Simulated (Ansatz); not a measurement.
Consider the cleavage of the Si–Ge bond: `[SiH3][GeH]1[CH2][S]1` + `[OH][Ga]([F])[F]` → `[F][Ga]([F])[O][SiH3]` + `[CH2]1[S][GeH2]1`.

Calculated with Ansatz (gas phase, PBE0-D4/def2-TZVP geometries, no zero-point term in ΔE). CCSD(T)/CBS is the MP2 limit (def2-TZVPP, def2-QZVPP) plus CCSD(T) − MP2 in def2-TZVPP, frozen cores. Functionals use def2-TZVPP. B3LYP here is the variant with VWN-RPA as its local correlation; programs differ in this. For Ga, Ge outer-core shells are correlated without core-valence functions, which leaves a few kJ/mol of doubt a bond. Scalar relativity is left out up to krypton. One conformer a species, not always the lowest.

CCSD(T)/CBS gives -0.68 eV.

(1) Another level gave -0.44 eV. Which?
A. PBE-D4/def2-TZVPP
B. B3LYP-D4/def2-TZVPP
C. MP2/def2-TZVPP
D. PBE0/def2-TZVPP

Largest T1 diagnostic among the species: 0.015.

Results:

(1) A. PBE-D4 -0.44, PBE0 -0.56, B3LYP-D4 -0.67, MP2/def2-TZVPP -0.72 eV.

In def2-TZVPP, CCSD(T) changes the Hartree–Fock value by +0.33 eV (the triples alone add +0.05 eV) and MP2 by +0.32 eV. From PBE to PBE0 (25 % exact exchange), in def2-TZVPP and without D4, ΔE moves by −0.10 eV.
